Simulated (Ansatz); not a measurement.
Relaxed structures of AlH2Se, doublet (PBE0-D4/def2-TZVP; forces vanish, vibrations not checked; lower isomers may exist, and structures with a doubtful reference or unclear bonds are left out; Å). Program: Ansatz 0.2.0. Basis: def2-TZVPP. Cores are frozen in the correlated methods; orbitals are unrestricted. Filled d shells of the heavier atoms are correlated. The def2 sets are not built for correlating such inner shells, so the correlated values are less sure here.

(1) Rank them by CCSD(T) energy, lowest first, and give each one's height above the lowest. Links in brackets join atoms within 1.22 times the sum of their covalent radii (1.1 for two metals). (To be estimated.)
A.
AlH₂Se ([AlH][SeH])
```
4
angstrom
Al 0.0700 -0.0917 -0.0755
Se 1.9195 0.9760 0.8593
H -1.0437 0.9135 -0.6323
H 2.5906 -0.2873 1.1915
```
B.
AlH₂Se ([AlH2][Se])
```
4
angstrom
Al -0.1782 -0.0641 -0.0895
Se 1.7789 0.6400 0.8938
H -1.0943 1.0347 -0.7641
H -0.5064 -1.6106 -0.0402
```
C.
AlH₂Se ([Al][SeH2])
```
4
angstrom
Al 2.1102 0.7591 1.0603
Se -0.0973 -0.0350 -0.0489
H -1.2019 0.6542 -0.7669
H -0.7547 -1.3580 -0.2162
```

No T1 diagnostic of these runs exceeds 0.019. ⟨S²⟩ of the unrestricted Hartree–Fock references: 0.76 to 0.79 (a pure state has 0.75).

Answers

(1) The calculation gives: B (0.0 kJ/mol), A (11.0 kJ/mol), C (177.5 kJ/mol). Heights count from the lowest.

For scale, one of the runs: CCSD(T)/def2-TZVPP, 118 basis functions, launched by `ansatz run in.yaml --threads 2 --pin off --events-out ev --progress --plain --max-ram 4352MiB`. Time: 25 s of wall clock on 2 CPU threads of an Arm Neoverse V1; the host was shared. Peak host memory: 0.95 GiB.
